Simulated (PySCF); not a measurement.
A geometry optimisation, step by step.

Species: C₃H₈GeS.
Atom-mapped SMILES: `[CH2:1]=[CH:2][CH2:3][GeH2:4][SH:5]` (hydrogens: H6, H7 on C1; H8 on C2; H9, H10 on C3; H11, H12 on Ge4; H13 on S5)

Method: PBE0-D3(BJ)/def2-SVP geometry optimisation, gas phase (PySCF 2.14.0); density fitting, grid level 1; the optimiser is geomeTRIC in internal coordinates, started from a GFN2-xTB structure with every atom displaced at random (about 0.01 Å). The frame can shift and turn from step to step; on so coarse a grid that alone can change the energy by a few meV, and forces under 0.02 eV/Å are noise.

Step 0: E = -70567.6241 eV, largest atomic force 3.437 eV/Å
```
atom  x, y, z in Å  |  force x, y, z in eV/Å
C1     -1.590    1.020   -0.520   -1.410   2.843  -1.319
C2     -1.224   -0.154   -0.117    1.132  -1.616   1.113
C3     -0.259   -0.381    0.969    1.255  -0.021   0.177
Ge4     1.595   -0.814    0.207   -1.582   0.149   0.237
S5      2.231    0.853   -1.065    0.174   0.489  -0.232
H6     -2.311    1.175   -1.338    0.216  -0.184   0.101
H7     -1.261    1.947   -0.042    0.133  -0.029   0.149
H8     -1.566   -1.035   -0.617   -0.463  -0.791  -0.529
H9     -0.548   -1.207    1.626    0.006  -0.311   0.050
H10    -0.139    0.508    1.612    0.055  -0.006  -0.121
H11     2.600   -1.033    1.288    0.619   0.029   0.678
H12     1.515   -2.090   -0.603   -0.119  -0.464  -0.317
H13     0.964    1.193   -1.409   -0.017  -0.089   0.013
```

Step 1: E = -70567.7889 eV, largest atomic force 0.453 eV/Å
```
atom  x, y, z in Å  |  force x, y, z in eV/Å
C1     -1.542    1.246   -0.515    0.195  -0.379   0.154
C2     -1.176    0.031   -0.079   -0.121   0.128  -0.161
C3     -0.182   -0.248    0.990   -0.165  -0.219   0.016
Ge4     1.446   -1.057    0.220    0.271   0.105   0.181
S5      2.252    0.509   -1.154    0.036  -0.133  -0.008
H6     -2.244    1.357   -1.341   -0.103   0.048  -0.073
H7     -1.152    2.154   -0.051    0.030   0.096   0.011
H8     -1.596   -0.853   -0.583   -0.012   0.088   0.065
H9     -0.575   -0.972    1.727   -0.008   0.035  -0.024
H10     0.113    0.666    1.528    0.057  -0.032  -0.026
H11     2.502   -1.278    1.342   -0.153   0.002  -0.265
H12     1.160   -2.394   -0.524   -0.023   0.240   0.138
H13     1.004    0.826   -1.575   -0.004   0.022  -0.008
```

Step 2: E = -70567.8083 eV, largest atomic force 0.214 eV/Å
```
atom  x, y, z in Å  |  force x, y, z in eV/Å
C1     -1.527    1.232   -0.506   -0.027  -0.049  -0.078
C2     -1.196    0.007   -0.081    0.051   0.164   0.017
C3     -0.199   -0.262    0.988   -0.015  -0.213   0.007
Ge4     1.453   -1.028    0.228    0.048   0.129   0.046
S5      2.262    0.501   -1.180   -0.020  -0.058   0.021
H6     -2.244    1.382   -1.317    0.008   0.002  -0.004
H7     -1.095    2.126   -0.045   -0.019   0.007  -0.006
H8     -1.639   -0.867   -0.577   -0.023   0.025   0.060
H9     -0.586   -0.985    1.728    0.035  -0.006  -0.011
H10     0.092    0.656    1.520   -0.028   0.013   0.007
H11     2.515   -1.250    1.320    0.016   0.003  -0.030
H12     1.157   -2.356   -0.495   -0.030  -0.027  -0.019
H13     1.016    0.831   -1.598    0.005   0.008  -0.010
```

Step 3: E = -70567.8071 eV, largest atomic force 0.292 eV/Å
```
atom  x, y, z in Å  |  force x, y, z in eV/Å
C1     -1.538    1.230   -0.526    0.133   0.181   0.086
C2     -1.191    0.027   -0.057   -0.084  -0.270  -0.072
C3     -0.194   -0.275    1.005    0.033   0.232  -0.024
Ge4     1.459   -1.021    0.228   -0.077   0.069  -0.080
S5      2.278    0.499   -1.178   -0.025   0.014   0.015
H6     -2.269    1.343   -1.333    0.055  -0.043   0.045
H7     -1.110    2.148   -0.108   -0.021  -0.004  -0.010
H8     -1.653   -0.849   -0.528   -0.056  -0.075   0.000
H9     -0.581   -1.007    1.734    0.003  -0.013  -0.040
H10     0.105    0.633    1.549   -0.025   0.028   0.062
H11     2.533   -1.275    1.290    0.078   0.003   0.089
H12     1.133   -2.329   -0.508   -0.019  -0.114  -0.061
H13     1.037    0.861   -1.585    0.004  -0.009  -0.010
```

Step 4: E = -70567.8130 eV, largest atomic force 0.106 eV/Å
```
atom  x, y, z in Å  |  force x, y, z in eV/Å
C1     -1.523    1.229   -0.518    0.034   0.052  -0.010
C2     -1.195    0.015   -0.064   -0.012  -0.074   0.004
C3     -0.199   -0.275    1.002    0.040   0.098   0.007
Ge4     1.456   -1.017    0.228   -0.042   0.020  -0.055
S5      2.262    0.504   -1.185   -0.010   0.007   0.012
H6     -2.248    1.355   -1.326    0.019   0.004   0.007
H7     -1.087    2.138   -0.088   -0.012  -0.014  -0.002
H8     -1.660   -0.859   -0.538   -0.032  -0.018   0.018
H9     -0.582   -1.005    1.734    0.010  -0.024  -0.024
H10     0.092    0.639    1.542   -0.030   0.004   0.034
H11     2.534   -1.257    1.294    0.044   0.008   0.043
H12     1.140   -2.335   -0.503   -0.007  -0.055  -0.026
H13     1.018    0.853   -1.594    0.000  -0.008  -0.008
```

Step 5: E = -70567.8146 eV, largest atomic force 0.043 eV/Å
```
atom  x, y, z in Å  |  force x, y, z in eV/Å
C1     -1.509    1.225   -0.517    0.021   0.031  -0.021
C2     -1.201    0.007   -0.058   -0.008  -0.001  -0.001
C3     -0.202   -0.277    1.006    0.016   0.034   0.015
Ge4     1.454   -1.011    0.223   -0.013  -0.015  -0.027
S5      2.242    0.514   -1.194    0.001   0.005   0.004
H6     -2.227    1.369   -1.328   -0.006  -0.025   0.004
H7     -1.059    2.126   -0.086    0.004   0.005   0.002
H8     -1.676   -0.865   -0.525   -0.014   0.000   0.018
H9     -0.577   -1.013    1.736    0.008  -0.023  -0.015
H10     0.082    0.638    1.548   -0.015  -0.012   0.016
H11     2.541   -1.239    1.288    0.007   0.009   0.003
H12     1.145   -2.336   -0.506    0.001  -0.001   0.007
H13     0.995    0.848   -1.604   -0.003  -0.007  -0.008
```

Step 6: E = -70567.8159 eV, largest atomic force 0.080 eV/Å
```
atom  x, y, z in Å  |  force x, y, z in eV/Å
C1     -1.489    1.224   -0.518   -0.040  -0.034  -0.060
C2     -1.207    0.005   -0.043    0.040   0.038   0.045
C3     -0.203   -0.283    1.015   -0.002  -0.001   0.014
Ge4     1.452   -1.002    0.214    0.007  -0.039   0.001
S5      2.219    0.530   -1.204    0.009   0.009  -0.006
H6     -2.211    1.359   -1.327   -0.012   0.029  -0.001
H7     -1.018    2.123   -0.108    0.006  -0.011   0.002
H8     -1.707   -0.864   -0.491   -0.003   0.014   0.011
H9     -0.569   -1.031    1.738    0.003  -0.016  -0.007
H10     0.074    0.628    1.568    0.006  -0.019   0.003
H11     2.553   -1.220    1.270   -0.017   0.006  -0.019
H12     1.146   -2.330   -0.514    0.007   0.031   0.026
H13     0.969    0.846   -1.618   -0.003  -0.008  -0.008
```

Step 7: E = -70567.8169 eV, largest atomic force 0.040 eV/Å
```
atom  x, y, z in Å  |  force x, y, z in eV/Å
C1     -1.476    1.220   -0.521   -0.018  -0.020  -0.012
C2     -1.214    0.005   -0.026    0.008   0.037   0.011
C3     -0.203   -0.288    1.024   -0.010  -0.012  -0.004
Ge4     1.451   -0.993    0.206    0.015  -0.027   0.019
S5      2.203    0.543   -1.215    0.006   0.006  -0.009
H6     -2.207    1.363   -1.321   -0.011  -0.002  -0.004
H7     -0.980    2.115   -0.131    0.008   0.002   0.004
H8     -1.739   -0.861   -0.452    0.003   0.011   0.007
H9     -0.560   -1.049    1.738   -0.002  -0.003   0.000
H10     0.073    0.616    1.588    0.016  -0.013  -0.004
H11     2.561   -1.202    1.253   -0.019   0.001  -0.021
H12     1.149   -2.323   -0.520    0.004   0.028   0.020
H13     0.950    0.838   -1.641   -0.001  -0.008  -0.007
```

Step 8: E = -70567.8174 eV, largest atomic force under 0.02 eV/Å
```
atom  x, y, z in Å  |  force x, y, z in eV/Å
C1     -1.474    1.222   -0.519   -0.004  -0.005   0.010
C2     -1.219    0.009   -0.014   -0.001   0.011  -0.001
C3     -0.201   -0.290    1.028   -0.005  -0.007  -0.013
Ge4     1.452   -0.989    0.201    0.000  -0.003   0.015
S5      2.199    0.545   -1.225   -0.005   0.002  -0.003
H6     -2.214    1.363   -1.311   -0.003  -0.001   0.001
H7     -0.965    2.116   -0.144    0.006   0.001  -0.003
H8     -1.759   -0.853   -0.425    0.005   0.001  -0.001
H9     -0.554   -1.057    1.736   -0.001   0.005   0.006
H10     0.079    0.609    1.598    0.013   0.001  -0.002
H11     2.566   -1.193    1.244   -0.004   0.000  -0.006
H12     1.151   -2.319   -0.520   -0.001   0.002   0.003
H13     0.948    0.823   -1.665    0.001  -0.006  -0.006
```

Step 9: E = -70567.8175 eV, largest atomic force under 0.02 eV/Å
```
atom  x, y, z in Å  |  force x, y, z in eV/Å
C1     -1.474    1.225   -0.516    0.004   0.003   0.013
C2     -1.220    0.013   -0.008   -0.007  -0.001  -0.004
C3     -0.199   -0.290    1.029   -0.001  -0.003  -0.007
Ge4     1.451   -0.989    0.199   -0.001   0.004   0.003
S5      2.194    0.542   -1.233   -0.005  -0.002   0.000
H6     -2.219    1.368   -1.302    0.003  -0.002   0.001
H7     -0.956    2.117   -0.148   -0.001   0.001  -0.002
H8     -1.767   -0.848   -0.414    0.001  -0.003   0.000
H9     -0.551   -1.058    1.737   -0.002   0.009   0.005
H10     0.085    0.607    1.600    0.006   0.006  -0.001
H11     2.567   -1.188    1.240    0.005   0.000   0.000
H12     1.152   -2.321   -0.518   -0.003  -0.008  -0.004
H13     0.944    0.807   -1.682    0.001  -0.004  -0.004
```

**Question.** Summarise the path.

**Answer.** The energy falls by 0.1935 eV from step 0 to step 9; nine tenths of that is first reached at step 2. It rises by more than 0.2 meV at step 3. The largest force goes from 3.437 to under 0.02 eV/Å. Among the bonds C3–Ge4 changes most, from 2.051 to 1.975 Å; the atoms move by 0.075 Å rms after alignment.

The cost below is that of the whole optimisation. The run took 80 s on one thread of an Arm Neoverse V2, no GPU, on a shared host, and the process peaked at 0.52 GiB of memory.
